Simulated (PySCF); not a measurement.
An unknown is described by computed data only.

Elements present: B, C, F, H and N. Monoisotopic mass: 119.0718 u.

- NMR, other nuclei: isotropic shieldings of nuclei other than C and H, by class: 73 (1 B), -99 (1 N), 228 (2 F) ppm [GIAO KT2/pcSseg-1]
- UV, strongest line: among the 10 lowest singlet transitions: S3 at 7.56 eV (164 nm, f = 0.228) [TDDFT wB97X-D/def2-SVPD]
- Triplet: lowest triplet excitation (Tamm–Dancoff): 4.12 eV [TDA wB97X-D/def2-SVPD]
- Polarisability: 69.5 au [wB97X-D/def2-SVPD]
- Rotational structure: rotational constants A, B, C: 5.562, 0.756, 0.674 GHz [PBE0-D3(BJ)/def2-SVP]
- Couplings: largest of the computed one-bond spin–spin couplings (means over like bonds): 13C–1H +183.9, 13C–1H +139.5 (×3), 19F–11B -139.0 (×2), 13C–1H +131.2 (×2), 13C–1H +122.0 (×2), 13C–11B +82.8, 13C–13C +38.9, 13C–13C +38.7 Hz [B3LYP/pcJ-1, spin–dipole term left out for some pairs]
- 13C NMR: chemical shifts (computed TMS as zero) by class: 163.9 (1 C), 39.0 (1 C), 23.8 (1 C), 10.2 (1 C) ppm [GIAO KT2/pcSseg-1]

Gas-phase values; electronic properties from PySCF, density fitting. Levels stand in brackets. The structure is a single PBE0-D3(BJ)/def2-SVP conformer in the gas phase; no vibrational or solvent corrections. Each NMR value is the plain mean over a class of atoms that symmetry, rotation or inversion makes alike.

Problem. Which formula fits the mass and the elements?

Solution. C4H8BF2N (calculated 119.0718). No other formula that holds each of these elements comes within 0.0003 u with a fitting electron parity and a possible valence count.

Problem. Give a SMILES that accounts for the data.

Solution. Numbering: `[CH3:1]/[N:2]=[CH:3]\[CH2:4][CH2:5][B:6]([F:7])[F:8]`. 4 carbons fall into 4 classes; from least to most shielded: imine carbon [C3] (163.9 ppm), N-methyl carbon [C1] (39.0 ppm), chain CH2 carbon [C4] (23.8 ppm), sp3 carbon bound to boron [C5] (10.2 ppm). The other shieldings belong to: 73 ppm, three-coordinate boron [B6]; -99 ppm, imine nitrogen [N2]; 228 ppm, boron-bound fluorine [F7/F8]. The couplings run between: +183.9 Hz, imine carbon [C3] and its hydrogen; +139.5 Hz, N-methyl carbon [C1] and its hydrogen (with 2 like pairs); -139.0 Hz, boron-bound fluorine [F7] and three-coordinate boron [B6] (with 1 like pair); +131.2 Hz, chain CH2 carbon [C4] and its hydrogen (with 1 like pair); +122.0 Hz, sp3 carbon bound to boron [C5] and its hydrogen (with 1 like pair); +82.8 Hz, sp3 carbon bound to boron [C5] and three-coordinate boron [B6]; +38.9 Hz, imine carbon [C3] and chain CH2 carbon [C4]; +38.7 Hz, chain CH2 carbon [C4] and sp3 carbon bound to boron [C5]. By its constants the optimised geometry is an asymmetric top. Structure: `C/N=C\CCB(F)F`. The assignments are read from this structure; whether some other isomer fits the data as well wasn't checked.

Conformer computed: `[CH3:1]/[N:2]=[CH:3]\[CH2:4][CH2:5][B:6]([F:7])[F:8]`: N2–C3–C4–C5 -178°, C3–C4–C5–B6 177°, C4–C5–B6–F7 -178°.
